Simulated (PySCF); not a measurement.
From computed data to an observable: oscillator strength and radiative lifetime

C2H5ClGaN, SMILES C=[CH][Ga]([NH2])[Cl].

The structure is a stationary point at r2SCAN-D4/def2-SVP. The structure was generated by enumeration; whether it is a known compound was not checked. The values are those of a single conformer.

TDA-PBE/def2-SVPD in PySCF puts the first singlet state with f over 0.02 at 4.41 eV (vertical), with the transition dipole (-0.243, -0.329, -0.432) in atomic units.

### Question
Find the oscillator strength, the wavelength and the radiative lifetime that this transition would have in vacuum if emission retraced absorption.

### Answer

|μ|² = 0.3539 au, so |μ| = 1.51 D. ΔE = 4.41/27.211 = 0.1621 hartree. f = (2/3) ΔE |μ|² = 0.038 (the program prints 0.038).
λ = 1239.84/4.41 = 281 nm; ν = 35569 cm⁻¹.
Einstein's coefficient A = 0.6670 ν² f s⁻¹ (ν in cm⁻¹) = 3.2e7 s⁻¹, so τ = 1/A = 31 ns. This state is S1. The figure is the radiative limit of this one transition; relaxation, internal conversion, crossing to triplets and a medium change what is measured.
